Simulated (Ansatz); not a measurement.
Reaction (ligand exchange at a B–C bond): `CCB(N)N` + HBr → `NB(N)Br` + `CC`

Isolated molecules relaxed with PBE0-D4/def2-TZVP in Ansatz; ΔE leaves out vibrations. CBS: MP2 limit from def2 TZ/QZ plus the TZ coupled-cluster correction, frozen cores. This one scheme is used for every species. Functionals use def2-TZVPP. B3LYP here is the variant with VWN-RPA as its local correlation; programs differ in this. HSE06 is defined as in plane-wave codes. For Br outer-core shells are correlated without core-valence functions, which leaves a few kJ/mol of doubt a bond. Scalar relativity is left out up to krypton. One conformer a species, not always the lowest.

`CCB(N)N`:

Z-matrix (Å, degrees):
```
C
C 1 1.531
H 1 1.093 2 111.2
H 1 1.094 2 112.0 3 -120.4
H 1 1.093 2 111.3 3 119.2
B 2 1.586 1 112.1 3 -59.6
H 2 1.096 1 109.2 3 178.0
H 2 1.096 1 109.2 3 62.8
N 6 1.415 2 119.7 1 90.7
N 6 1.416 2 119.7 1 -87.1
H 9 1.003 6 122.0 2 2.7
H 9 1.004 6 124.5 2 -176.8
H 10 1.003 6 122.0 2 -2.6
H 10 1.004 6 124.5 2 176.7
```

HBr:

Cartesian coordinates in Å:
```
Br -0.634 0.279 -0.157
H 0.634 -0.279 0.157
```

`NB(N)Br`:

Z-matrix (Å, degrees):
```
N
B 1 1.402
H 1 1.003 2 122.0
H 1 1.004 2 123.5 3 180.0
N 2 1.402 1 125.1 3 -180.0
Br 2 1.955 1 117.5 3 0.0
H 5 1.003 2 122.0 1 -180.0
H 5 1.004 2 123.5 1 -0.0
```

`CC`:

Z-matrix (Å, degrees):
```
C
C 1 1.519
H 1 1.093 2 111.4
H 1 1.093 2 111.4 3 120.0
H 1 1.093 2 111.4 3 -120.0
H 2 1.093 1 111.4 3 180.0
H 2 1.093 1 111.4 3 -60.0
H 2 1.093 1 111.4 3 60.0
```

```csv
level,ΔE (kJ/mol),difference from CCSD(T)/CBS
LDA (SPW92),-85.6,5.4
PBE-D4,-89.7,1.3
revPBE-D4,-88.6,2.4
BLYP-D4,-88.9,2.1
r2SCAN-D4,-94.1,-3.1
B97M-V,-92.5,-1.5
PBE0-D4,-91.8,-0.8
B3LYP-D4,-91.0,0.0
r2SCANh-D4,-94.5,-3.5
r2SCAN0-D4,-95.0,-4.0
BHLYP-D4,-94.5,-3.5
CAM-B3LYP-D4,-89.2,1.8
ωB97X-V,-90.8,0.2
ωB97M-V,-90.5,0.5
B2PLYP,-94.3,-3.3
PBE-QIDH,-95.4,-4.4
PBE,-91.9,-0.9
revPBE,-94.3,-3.3
r2SCAN,-95.3,-4.3
PBE0,-94.0,-3.0
B3LYP,-93.9,-2.9
r2SCAN0,-96.3,-5.3
HSE06,-94.1,-3.1
BHLYP,-95.7,-4.7
CAM-B3LYP,-91.3,-0.3
RPA@PBE/def2-TZVPP,-85.4,5.6
HF/def2-SVP,-101.0,-10.0
MP2/def2-SVP,-95.4,-4.4
CCSD/def2-SVP,-89.2,1.8
CCSD(T)/def2-SVP,-88.6,2.4
MP2/def2-TZVPP,-95.1,-4.1
SCS-MP2/def2-TZVPP,-94.0,-3.0
CCSD/def2-TZVPP,-89.4,1.6
CCSD(T)/def2-TZVPP,-89.0,2.0
HF/def2-QZVPP,-100.3,-9.3
MP2/def2-QZVPP,-95.9,-4.9
SCS-MP2/def2-QZVPP,-94.7,-3.7
HF/CBS(def2),-100.2,-9.2
MP2/CBS(def2),-97.1,-6.1
CCSD/CBS(def2),-91.5,-0.5
CCSD(T)/CBS,-91.0,0
```

Largest T1 diagnostic among the species: 0.010.

In def2-TZVPP, CCSD(T) changes the Hartree–Fock value by +12.4 kJ/mol (the triples alone add +0.5 kJ/mol) and MP2 by +6.2 kJ/mol. Leaving LDA and LC-ωPBE aside and taking each functional with its dispersion term where it has one, the values spread over 6.7 kJ/mol, from PBE-QIDH to revPBE-D4. LDA lies +6.3 kJ/mol from PBE without D4.
